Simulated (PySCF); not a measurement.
# GeSe at PBE0

Computed with PBE0; PySCF, scalar-relativistic core potentials, basis sets Ge cc-pVTZ-PP with ECP10, Se cc-pVTZ-PP with ECP10.

For GeSe, the state is ¹Σ⁺ (singlet), closed shell, the bond length is 2.138 Å and the harmonic wavenumber is 412 cm⁻¹. The force constant is 3.85 mdyn/Å, the rotational constant Be is 0.09607 cm⁻¹ and the anharmonicity ωexe is 0.744 cm⁻¹. The vibration–rotation constant αe is 0.000260 cm⁻¹ and the well depth De to Ge + Se is 5.05 eV. The dissociation energy D0 is 5.02 eV, the HOMO–LUMO gap is 5.12 eV and the bond order (Mayer) is 2.39. The dipole moment (positive dipole means Ge(−)Se(+)) is -1.92 D.
